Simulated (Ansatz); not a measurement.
Molecule: sum formula InClF2, charge 0, multiplicity 1. 
Structure (B3LYP-D3(BJ)/def2-TZVP (Ansatz, a program for electronic structure) minimum search):
```
In
F 1 1.9364
F 1 1.9364 2 114.76
Cl 1 2.2976 2 122.62 3 180.00
```
Charge 0, spin multiplicity 1.

Property: vertical triplet-singlet gap (E(triplet) - E(singlet); each state is the SCF solution reached for its spin), in kJ/mol. Cores are frozen in the correlated levels unless marked. Open shells are spin-unrestricted. No spin-orbit coupling. Frozen are the shells of the preceding noble gas and the d and f shells that filled before the atom's block. Past Kr the def2 sets carry scalar-relativistic core potentials. CBS(X,Y): correlation extrapolated as X^-3; Hartree-Fock from the larger set.

| level | program | vertical triplet-singlet gap (kJ/mol) |
|---|---|---|
| HF/def2-TZVPPD | Ansatz | 493.3 |

Problem. What does CCSD(T)/CBS(def2-TZVPPD,def2-QZVPPD) (Ansatz) give?

Solution. 560.8 kJ/mol
